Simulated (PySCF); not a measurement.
# Ionisation energy of Kr³⁰⁺ by level of theory

Kr³⁰⁺ [He] 2s2 2p2 [2p1/2^2, M_J = 0] → Kr³¹⁺ [He] 2s2 2p1 [2p1/2^1, M_J = 1/2], as a difference of total energies. All numbers are calculated (PySCF 2.14, the two-component X2C-1e Hamiltonian, in an uncontracted even-tempered set (17 s from 11 bohr⁻², ratio 2.4; 12 p from 14 bohr⁻², ratio 2.4; 5 d from 50 bohr⁻², ratio 2.6; 4 f from 75 bohr⁻², ratio 2.6)). Correlated levels: nothing frozen; the 34 highest virtual spinors dropped. "Screened" scales the spin-orbit matrix elements by Boettger's factors to mimic the two-electron term; Breit and QED terms are absent.

```csv
method,ionisation energy (eV)
GHF (spin-free),3564.9
GMP2 (spin-free),3564.6
GHF (screened spin-orbit),3589.3
GMP2 (screened spin-orbit),3591.6
```

**Question.** How much does correlation contribute at GMP2 (screened spin-orbit)?

**Answer.** 3591.6 − (3589.3) = 2.3 eV, measured against GHF (screened spin-orbit).

For this ion Breit and QED terms and the two-electron picture change, all absent here, outweigh the correlation shift from GHF to GMP2.

The spin-free rows relax to the high-spin LS determinant and lack the spin-orbit shift.

The labels give the starting determinants; with spin-orbit coupling the two ends relaxed to ⟨J²⟩ = 0.00, ⟨L²⟩ = 1.33, ⟨S²⟩ = 1.33 and ⟨J²⟩ = 0.75, ⟨L²⟩ = 2.00, ⟨S²⟩ = 0.75.

For comparison: 3584 ± 4 eV (semi-empirical (NIST evaluation); NIST Atomic Spectra Database, ionization energies).
